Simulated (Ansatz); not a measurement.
**BHBr (SMILES [BH]Br): methods side by side**

BHBr has 3 atoms, charge 0, and is taken as a doublet. SMILES: `[BH]Br`. The coordinates come from a PBE0-D4/def2-TZVP relaxation.

```csv
atom,x (Å),y (Å),z (Å)
B,-0.0945,-0.5230,-0.1157
Br,1.1810,0.5632,0.7098
H,-1.0974,-0.1050,-0.6073
```

Quantity: the electronic atomisation energy, in eV. The values are calculated. Electronic energies at fixed atoms, without zero-point motion or spin-orbit coupling.

```csv
level,kind,program,value (eV),less FCI/STO-3G
UHF/STO-3G,Hartree–Fock,Ansatz,8.42,-0.23
UBLYP/STO-3G,GGA,Ansatz,10.24,+1.59
U-r2SCAN/STO-3G,meta-GGA,Ansatz,10.58,+1.93
UB3LYP/STO-3G,global hybrid,Ansatz,10.17,+1.52
UCAM-B3LYP/STO-3G,range-separated hybrid,Ansatz,10.19,+1.54
UMP2/STO-3G,perturbation theory,Ansatz,8.83,+0.18
UCCSD(T)/STO-3G,coupled cluster or CI,Ansatz,8.64,-0.01
FCI/STO-3G,exact in the basis,Ansatz,8.65,0.00
```

FCI/STO-3G is exact within its basis and frozen core, so for wave-function methods in that basis the difference is their error; functionals converge differently with the basis, so for them it is only a difference. All-electron rows without a relativistic Hamiltonian named are non-relativistic. The values span 8.42 to 10.58 eV. All rows use very small basis sets, so none should be taken for the real molecule's value. In the correlated wave-function rows the outer d shell of Br is correlated, in sets not made for it.
